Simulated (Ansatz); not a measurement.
C₅H₄N (SMILES [c-]1cccnc1), charge -1, singlet, at a GFN2-xTB geometry (a gas-phase anion, which may not be bound at this level); SVWN5/def2-SVP (Ansatz, a program for electronic structure).

Input for Ansatz:
Ansatz 0.2 input:
```yaml
crystal:
  periodic: [false, false, false]
  atoms:
    - {symbol: N, position_ang: [-0.01597523, -0.02962172, 1.38373483]}
    - {symbol: C, position_ang: [0.01557545, -0.06582818, -1.36989980]}
    - {symbol: C, position_ang: [-0.00521036, 1.10543325, 0.69612625]}
    - {symbol: C, position_ang: [-0.01054599, -1.15662589, 0.66382466]}
    - {symbol: C, position_ang: [0.00511221, -1.33380566, -0.73772362]}
    - {symbol: C, position_ang: [0.01077742, 1.14303371, -0.68694833]}
    - {symbol: H, position_ang: [0.02830252, -0.02508551, -2.46852276]}
    - {symbol: H, position_ang: [-0.00972220, 2.02524692, 1.29071120]}
    - {symbol: H, position_ang: [-0.02017221, -2.05150868, 1.30507188]}
    - {symbol: H, position_ang: [0.01916619, 2.10545597, -1.20567905]}
basis:
  gaussian:
    orbitals: def2-SVP
hamiltonian:
  xc: {name: SVWN5}
total_charge: -1
```

The log (banner, timings and long lists left out):

```
Functional definition: SVWN5
1194 factors; their error is unknown
mean field evaluation 1: about -6667.6775 eV, gradient 4.4e1 eV
mean field evaluation 2: about -6617.9329 eV, gradient 1.1e2 eV
mean field evaluation 4: about -6673.0899 eV, gradient 1.1e1 eV
mean field evaluation 8: about -6673.4452 eV, gradient 5.2e-1 eV
mean field evaluation 16: about -6673.3674 eV, gradient 9.7e-4 eV
mean field -6673.36744625 eV, -245.2417302789 hartree, gradient 3.0e-5 eV, S^2 0.000000; 0 other end points of the search recorded, 0 dependent functions left out
reference -6673.36747440 eV, -245.2417313134 hartree; 21, 21 occupied and 83, 83 virtual orbitals, 1194 factors
Total energy: -6673.36747440 eV, -245.2417313134 hartree
```
